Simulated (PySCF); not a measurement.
Au: excitation energy

Au [Xe] 4f14 5d10 6s1 (2S) → Au [Xe] 4f14 5d10 6p1 (2P), as a difference of total energies. All numbers are calculated (PySCF 2.14, scalar relativity by spin-free X2C-1e, in x2c-TZVPPall (11s7p7d3f1g, 97 functions)). Correlated levels: valence and next inner shell: [Kr] 4d10 4f14 frozen. The calculations carry no spin-orbit coupling.

```
                                method  excitation energy (eV)
                                   UHF                   4.307
    MP2 (valence and next inner shell)                   5.247
SCS-MP2 (valence and next inner shell)                   5.138
   CCSD (valence and next inner shell)                   4.989
CCSD(T) (valence and next inner shell)                   5.005
```

Q: How much does correlation contribute at CCSD(T) (valence and next inner shell)?

A: 5.005 − (4.307) = 0.698 eV, measured against UHF.

Errors of the correlated levels include the incompleteness of this basis and the frozen core.

The basis was made for the ground configuration and has no added diffuse functions, so the excitation energy can come out too high.

For comparison: 4.947 eV (measured; NIST levels, between the centres of gravity of the two terms).
